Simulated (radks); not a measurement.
The numbers below are computed, except where a source is named.
All-electron atom: the palladium ion Pd41+ in [He] 2s2 2p1 (the NIST ground configuration). Code: a radial shooting solver on a logarithmic mesh with Libxc functionals. Model: scalar-relativistic Kohn-Sham, SCAN, spin-polarised, spherical densities, finite nucleus; open shells are filled with parallel spins first (spin-orbit coupling, left out, can overturn this in heavy ions); meta-GGA in the generalised Kohn-Sham scheme; Fermi nuclear charge, rms radius 4.5318 fm.

Radial electron density D(r) = 4 pi r^2 rho(r):

```
   r/bohr * D(r) (the largest magnitude, 55.2, reaches the edge; | marks zero)
 0.002562 |     *
 0.003104 |       *
 0.003761 |          *
 0.004557 |             *
 0.005521 |                  *
 0.006637 |                       *
 0.008042 |                             *
 0.009744 |                                    *
  0.01181 |                                           *
  0.01431 |                                                 *
  0.01733 |                                                     *
    0.021 |                                                      *
  0.02525 |                                                   *
  0.03059 |                                             *
  0.03706 |                                    *
  0.04491 |                           *
  0.05441 |                     *
  0.06593 |                    *
  0.07925 |                      *
  0.09603 |                        *
   0.1164 |                        *
    0.141 |                   *
   0.1708 |           *
    0.207 |     *
   0.2488 | *
   0.3015 *
   0.3653 *
   0.4426 *
```

D(r) has 2 maxima, at r = 0.0202, 0.104 bohr, and minima at 0.0639 bohr, inside which lie 2.18 electrons.
